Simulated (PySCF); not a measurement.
A PySCF script (with the pyscf-properties extension) for the NMR shieldings of SMILES [SiH2](SC)/C=C\[SiH3], C₃H₁₀SSi₂, on a GFN2-xTB geometry:

```python
import basis_set_exchange as bse
import numpy as np
from pyscf import gto, dft
from pyscf.prop import nmr

atoms = """
C     2.227259   -0.718756   -0.434717
S     2.529333    0.855012    0.428508
Si    0.549897    1.253720    1.181351
C    -0.593804    1.375634   -0.304482
C    -1.487042    0.480999   -0.726244
Si   -1.949896   -1.152199    0.094451
H     1.423429   -0.594030   -1.154133
H     3.148195   -0.980598   -0.944572
H     1.972221   -1.486520    0.289193
H     0.193417    0.166676    2.088964
H     0.705815    2.540627    1.843081
H    -0.454008    2.278796   -0.896204
H    -2.033107    0.710537   -1.637634
H    -3.002555   -1.766952   -0.717900
H    -0.792207   -2.050911    0.146896
H    -2.444545   -0.903091    1.450126
"""
names = dict.fromkeys(["C", "S", "Si", "H"], "pcSseg-1")
basis = {el: gto.basis.parse(bse.get_basis(n, elements=[el], fmt="nwchem")) for el, n in names.items()}
mol = gto.M(atom=atoms, basis=basis, charge=0, verbose=0)
mf = dft.RKS(mol, xc="PBE0")
mf.grids.level = 2
mf.grids.alignment = dft.numint.BLKSIZE   # the property module wants whole blocks of grid points
mf.conv_tol = 1e-9
mf.kernel()

calc = nmr.RKS(mf)   # GIAO
C = mf.mo_coeff
Co = C[:, mf.mo_occ > 0]
resp = mf.gen_response(singlet=True, hermi=2)
def vind(x):   # induced exchange potential for any number of trial vectors
    d = np.einsum("pi,xij,qj->xpq", C, 2 * x.reshape(-1, C.shape[1], Co.shape[1]), Co, optimize=True)
    return np.einsum("xpq,pi,qj->xij", resp(d - d.transpose(0, 2, 1)), C, Co, optimize=True).ravel()
mo1, _ = nmr.rhf.solve_mo1(calc, with_cphf=vind)
sigma = calc.kernel(mo1)
for i, s in enumerate(sigma):   # ppm
    print("%2d %-2s %9.2f" % (i, mol.atom_pure_symbol(i), np.trace(s) / 3))
```

Task: What does it print?

Result: 
```
 0 C     172.98
 1 S     703.75
 2 Si    387.87
 3 C      31.30
 4 C      36.34
 5 Si    434.01
 6 H      29.80
 7 H      29.66
 8 H      29.75
 9 H      26.58
10 H      26.88
11 H      24.58
12 H      24.42
13 H      27.65
14 H      27.54
15 H      27.46
```

These numbers come from an equivalent density-fitted implementation of the same equations, which agrees with the script to about 0.01 ppm for H and up to a few tenths of a ppm for heavy atoms, so last digits may differ.

Task: Turn these shieldings into chemical shifts. δ = σ(ref) − σ, references computed at the same level: TMS for 13C (σ = 186.93 ppm) and 29Si (σ = 349.16 ppm) and 1H (σ = 31.72 ppm); 33S (σ = 503.73 ppm) against CS2.

Result: Averaging equivalent atoms: C 3: 155.6; C 4: 150.6; C 0: 13.9; S 1: -200; Si 2: -38.7; Si 5: -84.8; H 12: 7.30; H 11: 7.14; H 9/10: 4.99; H 13/14/15: 4.17; H 6/7/8: 1.98 ppm. 

Size and cost of the density-fitted run: 173 basis functions, 30 s wall time on 1 thread of an Arm Neoverse V1, shared host; peak memory 0.79 GiB.
